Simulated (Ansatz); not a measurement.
```yaml
crystal:
  periodic: [true, true, true]
  atoms:
    - {symbol: N, position_ang: [-0.651688, 2.678354, -1.236303]}
    - {symbol: Cd, position_ang: [0.132331, 0.965925, -0.569833]}
    - {symbol: O, position_ang: [0.832609, -0.729088, 0.121369]}
    - {symbol: Si, position_ang: [0.252025, -1.967732, 0.989721]}
    - {symbol: H, position_ang: [-0.132135, 3.480404, -0.897100]}
    - {symbol: H, position_ang: [-0.623829, 2.729340, -2.248684]}
    - {symbol: H, position_ang: [-0.878236, -2.660532, 0.298893]}
    - {symbol: H, position_ang: [1.332643, -2.966149, 1.218805]}
    - {symbol: H, position_ang: [-0.263720, -1.530511, 2.323123]}
basis:
  gaussian: {orbitals: def2-TZVPP}
hamiltonian: {xc: {name: r2SCAN50}}
```

```sh
$ ansatz run in.yaml --threads 4 --pin off --events-out ev --progress --plain --max-ram 10444MiB
```

Shortened log:

```
Error: YAML parse error: error: line 2 column 3: crystal: missing field `lattice` (a structure is typed as `lattice` and `atoms`, a molecule's as `atoms` in Å alone, or read from a run's directory, `checkpoint`)
 --> <input>:2:3
1 | crystal:
2 |   periodic: [true, true, true]
3 |   atoms:
4 |     - {symbol: N, position_ang: [-0.651688, 2.678354, -1.236303]}
```

What is wrong with this run?

The molecule is marked periodic without a cell. The input was rejected before any iteration.
